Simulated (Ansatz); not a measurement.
Spectroscopic constants of BeH+, closed-shell singlet (the spin of the measured ground state).

The constants come from a fifth-degree fit in 1/R (seven points, main isotopes). Runs in def2 and cc sets follow the lowest solution found near the PBE0 minimum. The singlet is held restricted.

Correlated levels freeze the inner cores; with def2 sets outer-core shells near the valence are correlated too. CBS: X⁻³ extrapolation of the correlation energy, Hartree–Fock from the larger set.

Programs: Ansatz (Gaussian basis) for Hartree–Fock, density functionals and correlated methods. Each number belongs to the level named beside it.

Quantity: r_e, from seven points a level.

Costs are ratios of core time to PBE/def2-TZVPP (roughly 1.7 s), for whole runs (searches for the state included, and forces where a run took them) on one shared machine, so rough; each error counts from the measured 1.3122 Å [Huber and Herzberg (1979), NIST Chemistry WebBook].

A star marks coupled-cluster runs past 200 virtual orbitals, where the program's memory plan changes under this machine's limit, so their costs aren't comparable with smaller runs.

```csv
level,basis functions,cost
PBE/def2-TZVPP,33,×1
B3LYP/def2-TZVPP,33,×1
B2PLYP/def2-TZVPP,33,×1
CCSD(T)/def2-TZVPP,33,×1
B97M-V/def2-TZVPP,33,×2
r2SCAN/def2-TZVPP,33,×2
wB97M-V/def2-TZVPP,33,×2
CCSD(T)/aug-cc-pVTZ,69,×3
CCSD(T)/def2-QZVPP,66,×3
CCSD(T)/aug-cc-pVQZ,126,×20
CCSD(T)/aug-cc-pV5Z,207,×70*
"CCSD(T)/CBS(aug-cc-pVQZ, aug-cc-pV5Z)",-,×90*
```

Problem. What does the step from CCSD(T)/aug-cc-pVTZ to CCSD(T)/aug-cc-pVQZ cost and buy?

Solution. 69 to 126 functions, cost ×5 (rough); the error goes from 0.004 to 0.002 Å.

Each error (Å): PBE/def2-TZVPP 0.025; B3LYP/def2-TZVPP 0.009; B2PLYP/def2-TZVPP 0.005; CCSD(T)/def2-TZVPP 0.008; B97M-V/def2-TZVPP -0.005; r2SCAN/def2-TZVPP 0.009; wB97M-V/def2-TZVPP 0.003; CCSD(T)/aug-cc-pVTZ 0.004; CCSD(T)/def2-QZVPP -0.001; CCSD(T)/aug-cc-pVQZ 0.002; CCSD(T)/aug-cc-pV5Z 0.002; CCSD(T)/CBS(aug-cc-pVQZ, aug-cc-pV5Z) 0.002.

Ansatz is a first-principles code.
